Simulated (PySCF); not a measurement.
Job file and geometry (Å, from GFN2-xTB) of an NMR shielding run on `InChI=1S/C5H10OSSi/c1-2-8(7)6-5-3-4-5/h2,5,7-8H,1,3-4H2/t8-/m1/s1`, GIAO PBE0/pcSseg-1 NMR shielding, non-relativistic, gas phase (PySCF); density fitting, a coarse starting grid and PySCF grid level 2 are the driver's defaults:

```
$ OMP_NUM_THREADS=1 python probes_run.py task.json out

{"job": {"kind": "nmr", "xc": "PBE0", "basis": "pcSseg-1"}, "charge": 0, "multiplicity": 1}
C      3.574658    -0.408950    -0.284823
C      2.324227    -0.655290    -0.637531
Si     0.900539     0.520225    -0.321748
S      0.708278     1.976156    -1.914811
O     -0.403890    -0.428044    -0.377219
C     -1.733767    -0.066546    -0.516455
C     -2.768190    -1.065142    -0.113374
C     -2.553059     0.172582     0.712191
H      3.850901     0.495399     0.233111
H      4.382187    -1.094364    -0.489927
H      2.100020    -1.579782    -1.154494
H      0.996926     1.297047     0.912115
H      1.952609     2.420224    -1.872917
H     -1.907423     0.561384    -1.383641
H     -2.413610    -2.000356     0.290209
H     -3.663774    -1.147113    -0.708902
H     -3.298389     0.951681     0.688734
H     -2.057004     0.057207     1.663065
```

Problem. Write the output of this run.

Solution. 
```
coarse grid: 15968 points
cycle   1  E = -958.6575856052  dE =  1.108e+00  |g| = 7.085e-01  |ddm| = 3.843e+00
cycle   2  E = -958.5641741271  dE =  9.341e-02  |g| = 1.013e+00  |ddm| = 1.509e+00
cycle   3  E = -958.7579720979  dE = -1.938e-01  |g| = 1.335e-01  |ddm| = 1.021e+00
cycle   4  E = -958.7614896999  dE = -3.518e-03  |g| = 3.790e-02  |ddm| = 1.490e-01
cycle   5  E = -958.7618047558  dE = -3.151e-04  |g| = 9.326e-03  |ddm| = 4.028e-02
cycle   6  E = -958.7618237432  dE = -1.899e-05  |g| = 4.381e-03  |ddm| = 1.285e-02
cycle   7  E = -958.7618281910  dE = -4.448e-06  |g| = 1.308e-03  |ddm| = 4.137e-03
final grid: 144640 points
cycle   8  E = -958.8224556163  dE = -2.989e-05  |g| = 1.195e-02  |ddm| = 2.853e-02
cycle   9  E = -958.8224311027  dE =  2.451e-05  |g| = 1.646e-02  |ddm| = 2.169e-02
cycle  10  E = -958.8224858161  dE = -5.471e-05  |g| = 1.694e-03  |ddm| = 1.265e-02
cycle  11  E = -958.8224864146  dE = -5.985e-07  |g| = 1.781e-04  |ddm| = 1.666e-03
cycle  12  E = -958.8224864212  dE = -6.636e-09  |g| = 4.298e-05  |ddm| = 2.228e-04
cycle  13  E = -958.8224864215  dE = -2.758e-10  |g| = 2.365e-05  |ddm| = 6.087e-05
converged SCF energy = -958.8224864215

GIAO shielding tensors (ppm)
atom      isotropic    diamagn.    paramagn.     s11        s22        s33       span
  0 C       45.556     253.108    -207.552    -83.209     48.081    171.796    255.005
  1 C       38.866     263.868    -225.002    -81.604     35.924    162.277    243.881
  2 Si     359.913     882.475    -522.562    330.436    343.603    405.700     75.265
  3 S      707.029    1058.940    -351.911    618.853    661.156    841.077    222.224
  4 O      284.970     400.446    -115.476    247.569    285.416    321.924     74.356
  5 C      137.024     238.619    -101.594     91.971    111.487    207.615    115.644
  6 C      178.636     257.026     -78.390    147.381    174.107    214.422     67.041
  7 C      178.852     253.825     -74.972    147.015    174.443    215.099     68.083
  8 H       25.838      31.478      -5.640     21.473     25.260     30.782      9.309
  9 H       25.384      27.808      -2.424     22.191     24.777     29.184      6.993
 10 H       25.118      32.783      -7.665     21.735     24.762     28.858      7.123
 11 H       25.866      32.108      -6.241     22.537     24.191     30.872      8.335
 12 H       31.856      30.871       0.985     24.428     27.776     43.365     18.937
 13 H       28.170      29.860      -1.690     20.710     29.988     33.813     13.103
 14 H       30.971      31.822      -0.851     25.668     28.406     38.841     13.173
 15 H       31.154      30.014       1.140     25.416     26.733     41.313     15.897
 16 H       31.284      30.364       0.920     26.139     26.459     41.255     15.115
 17 H       31.107      32.116      -1.008     26.593     28.267     38.463     11.870
```

Problem. Turn these shieldings into chemical shifts. Scale: ¹³C (σ = 186.93 ppm) and ²⁹Si (σ = 349.16 ppm) and ¹H (σ = 31.72 ppm) vs TMS; ³³S (σ = 503.73 ppm) vs CS2; ¹⁷O (σ = 336.08 ppm) against H2O (reference shieldings calculated alike).

Solution. Averaging equivalent atoms: C 1: 148.1; C 0: 141.4; C 5: 49.9; C 6: 8.3; C 7: 8.1; Si 2: -10.8; S 3: -203; O 4: 51.1; H 10: 6.60; H 9: 6.33; H 8: 5.88; H 11: 5.85; H 13: 3.55; H 14: 0.75; H 17: 0.61; H 15: 0.56; H 16: 0.43; H 12: -0.14 ppm. Experimental scales use liquid or dissolved standards, which lie at an offset from isolated H2O (liquid H2O: subtract about 36 ppm).

Size and cost of the density-fitted run: 200 basis functions, 2.4 min wall time (86 s CPU) on 1 thread of an Intel Xeon, shared host; peak memory 0.89 GiB.
